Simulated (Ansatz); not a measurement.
Total energies of the cluster Ag₂I⁺ (the lowest singlet isomer of a short search) from Ansatz at PBE-D4/def2-TZVP, gas phase (1 Eh = 27.2114 eV = 2625.5 kJ/mol). The reference geometry is relaxed at PBE-D4/def2-TZVP.

```xyz
3

Ag   -0.612   -0.446    1.894
Ag   -0.305   -0.281   -1.998
I     0.917    0.728    0.104
```

```json
{"state": "charge 1 singlet", "geometry": "reference", "energy (Eh)": "-591.52780"}
{"state": "charge 0 doublet", "geometry": "reference", "energy (Eh)": "-591.75409"}
{"state": "charge 1 triplet", "geometry": "relaxed at PBE-D4/def2-TZVP", "energy (Eh)": "-591.42433"}
{"state": "charge 1 quintet", "geometry": "relaxed at PBE-D4/def2-TZVP", "energy (Eh)": "-591.30072"}
```

In the def2 sets Ag, I take a core potential; there is no spin–orbit coupling.

**Question.** Work out the vertical electron affinity, to the doublet.

**Answer.** E(charge 1 singlet) − E(charge 0 doublet) = -591.52780 − (-591.75409) = 0.22629 Eh = 6.16 eV.

**Question.** Which of the charge 1 states is lowest, and how far above it are the others?

**Answer.** The singlet. triplet: -591.42433 − (-591.52780) = 0.10347 Eh = 271.7 kJ/mol; quintet: -591.30072 − (-591.52780) = 0.22708 Eh = 596.2 kJ/mol.

At PBE-D4/def2-TZVP the gap within one spin of the charge 1 quintet nearly closes, so an electron or hole may be smeared out by delocalisation error. 

The structure comes from a short search, and lower isomers may exist.
